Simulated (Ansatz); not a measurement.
`CO[SiH2]S[SiH2]Cl` + H–F → `CO[SiH2]F` + `S[SiH2]Cl`  (ligand exchange at the Si–S bond)

Calculated with Ansatz (gas phase, PBE0-D4/def2-TZVP geometries, no zero-point term in ΔE). CCSD(T)/CBS is the MP2 limit (def2-TZVPP, def2-QZVPP) plus CCSD(T) − MP2 in def2-TZVPP, frozen cores. This one scheme is used for every species. Functionals use def2-TZVPP. Each species was taken in one conformer, which may not be the lowest.

```json
{"level": "ωB97M-V", "ΔE (kcal/mol)": "-19.9"}
{"level": "CCSD/CBS(def2)", "ΔE (kcal/mol)": "-20.3"}
```

Problem. What does CCSD(T)/CBS give? (Estimate.)

Solution. The calculation gave: -18.8 kcal/mol. The listed levels differ from it by -1.1, -1.5 kcal/mol.

Largest T1 diagnostic among the species: 0.011.

In def2-TZVPP, CCSD(T) changes the Hartree–Fock value by +8.1 kcal/mol (the triples alone add +1.5 kcal/mol) and MP2 by +9.7 kcal/mol. The D4 term adds +5.4 kcal/mol with B3LYP and +3.1 kcal/mol with PBE0; it sums over pairs of atoms, weighted by their polarisabilities, and B3LYP, whose exchange is more repulsive, gets the larger term.

B3LYP here is the variant with VWN-RPA as its local correlation; programs differ in this.
